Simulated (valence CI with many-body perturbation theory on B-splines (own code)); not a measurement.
E1 transitions of Ag34+

Computed by valence CI with perturbative core correlation (CI+MBPT): three valence electrons over a frozen Dirac-Fock core [Ne], radial functions for each j: 11 s, 11 p, 9 d, 7 f, 5 g, 2 h, 1 i, with the one-electron correlation potential Σ1, the two-electron term Σ2, the three-electron term Σ3, Breit, model QED; selected CI, second order for the rest (own B-spline code, finite nucleus).

The last digits are not significant, and no measured levels were compared; by estimate large intervals hold to a few tenths of a per cent, small ones and those within an open d or f shell to about a per cent.

Lines 101 to 150 of 281 in falling wavelength, among levels below 3488.1 × 10³ cm⁻¹, chosen from the strongest by gf and those to the six lowest levels. Wavelengths and rates use the calculated energies. Electric multipoles are in the length gauge, E1 and E2 with the static RPA response of the core. Weak lines are less certain than strong ones. Lines between different terms over intervals too small for the method are left out, as are lines whose strength nearly cancels. Where a level lies close to another of its J and parity, the split of strength between their lines is uncertain. The highest levels of a list are the least certain.

Levels are named by their leading jj configuration (3d3/2^4 stands for four electrons in 3d with j = 3/2), which in mixed levels can hold well under half, so a name can repeat and another be missing. Letters in brackets count levels of one name in rising energy.

```csv
λ vac (Å),Upper,Lower,A (s⁻¹),S (a.u.)
92.70,(3s 3d3/2 3d5/2) J=5/2 [a],(3s 3p3/2 3d3/2) J=3/2 [a],5.26e+10,1.24e-01
92.68,(3p3/2^2 3d3/2) J=3/2,(3s 3p3/2 3d3/2) J=1/2 [a],2.56e+10,4.02e-02
92.64,(3p1/2 3p3/2 3d5/2) J=5/2 [a],(3p1/2 3p3/2^2) J=3/2,1.34e+10,3.16e-02
92.63,(3s 3d3/2 3d5/2) J=7/2 [a],(3s 3p3/2 3d3/2) J=5/2 [a],6.01e+10,1.89e-01
92.60,(3p3/2^2 3d5/2) J=9/2,(3s 3p3/2 3d3/2) J=7/2,6.19e+10,2.43e-01
92.59,(3p1/2 3p3/2 3d3/2) J=5/2,(3s 3p1/2 3d3/2) J=3/2 [a],1.90e+10,4.46e-02
92.58,(3s 3d3/2 3d5/2) J=5/2 [a],(3s 3p3/2 3d3/2) J=5/2 [a],2.11e+10,4.96e-02
92.53,(3p1/2 3p3/2 3d3/2) J=3/2 [a],(3s 3p1/2 3d3/2) J=5/2,3.04e+10,4.75e-02
92.39,(3p3/2^2 3d3/2) J=3/2,(3s 3p3/2 3d3/2) J=3/2 [a],2.70e+10,4.20e-02
92.29,(3s 3p3/2 3d5/2) J=3/2 [a],(3s 3p3/2^2) J=5/2,5.57e+10,8.64e-02
92.27,(3p3/2^2 3d3/2) J=3/2,(3s 3p3/2 3d3/2) J=5/2 [a],1.91e+10,2.96e-02
91.93,(3s 3p1/2 3d5/2) J=5/2 [b],(3s 3p1/2 3p3/2) J=5/2,3.66e+10,8.42e-02
91.79,(3s 3p1/2 3d5/2) J=5/2 [a],(3s 3p1/2 3p3/2) J=3/2 [a],2.89e+10,6.61e-02
91.77,(3s 3p1/2 3d5/2) J=3/2,(3s 3p1/2 3p3/2) J=1/2,8.85e+10,1.35e-01
91.69,(3p1/2 3p3/2 3d3/2) J=7/2,(3s 3p1/2 3d3/2) J=5/2,4.51e+10,1.37e-01
91.39,(3s 3p3/2 3d5/2) J=1/2,(3s 3p3/2^2) J=1/2,9.16e+10,6.90e-02
91.02,(3s 3p3/2 3d5/2) J=5/2 [b],(3s 3p3/2^2) J=3/2,1.29e+11,2.87e-01
90.94,(3s 3d3/2 3d5/2) J=7/2 [a],(3s 3p3/2 3d5/2) J=9/2,1.83e+10,5.44e-02
90.84,(3p1/2 3p3/2^2) J=1/2,(3s 3p1/2 3p3/2) J=3/2 [b],9.56e+10,7.07e-02
90.82,(3p1/2 3p3/2 3d3/2) J=3/2 [b],(3s 3p1/2 3d3/2) J=3/2 [b],2.46e+10,3.64e-02
90.65,(3s 3p1/2 3d5/2) J=5/2 [c],(3s 3p1/2 3p3/2) J=3/2 [b],8.36e+10,1.84e-01
90.52,(3p1/2 3p3/2 3d5/2) J=3/2 [a],(3s 3p1/2 3d5/2) J=5/2 [a],2.90e+10,4.25e-02
90.35,(3p1/2^2 3p3/2) J=3/2,(3s 3p1/2^2) J=1/2,2.39e+10,3.48e-02
90.35,(3p1/2 3p3/2 3d5/2) J=5/2 [b],(3s 3p1/2 3d3/2) J=3/2 [b],1.89e+10,4.13e-02
90.32,(3p1/2 3p3/2 3d5/2) J=5/2 [a],(3s 3p1/2 3d5/2) J=5/2 [a],2.86e+10,6.23e-02
90.31,(3p3/2^2 3d5/2) J=9/2,(3s 3p3/2 3d5/2) J=9/2,7.87e+09,2.86e-02
90.01,(3s 3p3/2 3d5/2) J=5/2 [a],(3s 3p3/2^2) J=5/2,1.00e+11,2.17e-01
89.97,(3p1/2 3p3/2 3d3/2) J=3/2 [b],(3p1/2 3p3/2^2) J=3/2,2.53e+10,3.64e-02
89.78,(3p1/2 3p3/2 3d3/2) J=1/2 [b],(3s 3p1/2 3d3/2) J=1/2,3.62e+10,2.59e-02
89.51,(3p1/2 3p3/2^2) J=3/2,(3s 3p1/2 3p3/2) J=3/2 [a],5.63e+10,7.97e-02
89.51,(3p1/2 3p3/2 3d5/2) J=5/2 [b],(3p1/2 3p3/2^2) J=3/2,1.30e+10,2.77e-02
89.47,(3s 3d5/2^2) J=9/2,(3s 3p3/2 3d3/2) J=7/2,3.86e+10,1.36e-01
89.45,(3p1/2 3p3/2 3d3/2) J=3/2 [a],(3s 3p1/2 3d3/2) J=3/2 [a],4.42e+10,6.25e-02
88.72,(3s 3p1/2 3d3/2) J=1/2,(3s 3p1/2 3p3/2) J=3/2 [a],2.82e+09,1.95e-03
88.69,(3s 3p1/2 3d3/2) J=3/2 [b],(3s 3p1/2 3p3/2) J=3/2 [a],9.69e+09,1.33e-02
88.59,(3s 3p3/2 3d5/2) J=3/2 [b],(3s^2 3d5/2) J=5/2,1.28e+11,1.76e-01
88.59,(3s 3p3/2 3d5/2) J=3/2 [b],(3s 3p3/2^2) J=1/2,8.04e+10,1.10e-01
88.37,(3p1/2 3p3/2 3d3/2) J=1/2 [a],(3s 3p1/2 3d3/2) J=3/2 [a],9.68e+10,6.59e-02
87.92,(3s 3d3/2 3d5/2) J=3/2,(3s 3p3/2 3d3/2) J=1/2 [a],4.47e+10,6.00e-02
87.76,(3s 3p3/2 3d5/2) J=5/2 [b],(3s^2 3d5/2) J=5/2,1.17e+11,2.35e-01
87.71,(3s 3p3/2 3d3/2) J=5/2 [b],(3s^2 3d3/2) J=3/2,1.87e+11,3.74e-01
87.65,(3s 3d3/2 3d5/2) J=3/2,(3s 3p3/2 3d3/2) J=3/2 [a],3.71e+10,4.93e-02
87.64,(3p1/2 3p3/2 3d5/2) J=7/2 [b],(3s 3p1/2 3d5/2) J=7/2,1.55e+10,4.12e-02
87.46,(3s 3p1/2 3p3/2) J=1/2,(3s^2 3p1/2) J=1/2,1.68e+11,1.11e-01
87.34,(3p1/2 3p3/2 3d5/2) J=5/2 [b],(3s 3p1/2 3d5/2) J=5/2 [a],1.32e+10,2.61e-02
87.33,(3s 3d5/2^2) J=9/2,(3s 3p3/2 3d5/2) J=9/2,1.00e+11,3.29e-01
87.25,(3s 3p3/2^2) J=1/2,(3s^2 3p3/2) J=3/2,1.20e+11,7.90e-02
87.25,(3s^2 3d5/2) J=5/2,(3s^2 3p3/2) J=3/2,1.33e+11,2.61e-01
87.12,(3s 3d3/2 3d5/2) J=5/2 [b],(3s 3p3/2 3d3/2) J=7/2,3.56e+10,6.97e-02
87.10,(3p3/2^3) J=3/2,(3s 3p3/2^2) J=3/2,2.64e+11,3.45e-01
```
